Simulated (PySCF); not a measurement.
Isomers of H5NSi2. Isolated molecules, 0 K electronic values unless said otherwise. Strings in code marks are SMILES.

The dipole moment from two functionals at the same geometries (PBE0-D3(BJ)/def2-TZVP), both in PySCF: PBE-D3(BJ)/def2-TZVP and ωB97X-D3(BJ)/def2-TZVP. 

```json
[
 {"species": "`[H]/N=[SiH]\\[SiH3]`", "PBE-D3(BJ)/def2-TZVP (D)": "2.44", "ωB97X-D3(BJ)/def2-TZVP (D)": "2.97"},
 {"species": "`[SiH](N)=[SiH2]`", "PBE-D3(BJ)/def2-TZVP (D)": "3.52", "ωB97X-D3(BJ)/def2-TZVP (D)": "3.83"},
 {"species": "`[SiH2]=N[SiH3]`", "PBE-D3(BJ)/def2-TZVP (D)": "2.69", "ωB97X-D3(BJ)/def2-TZVP (D)": "3.24"}
]
```

Over these rows, drawn at random from the members with no instability flagged (it was tested for open shells, ions and some series alone), PBE minus ωB97X-D3(BJ): mean -0.46 D, from -0.55 D to -0.31 D.
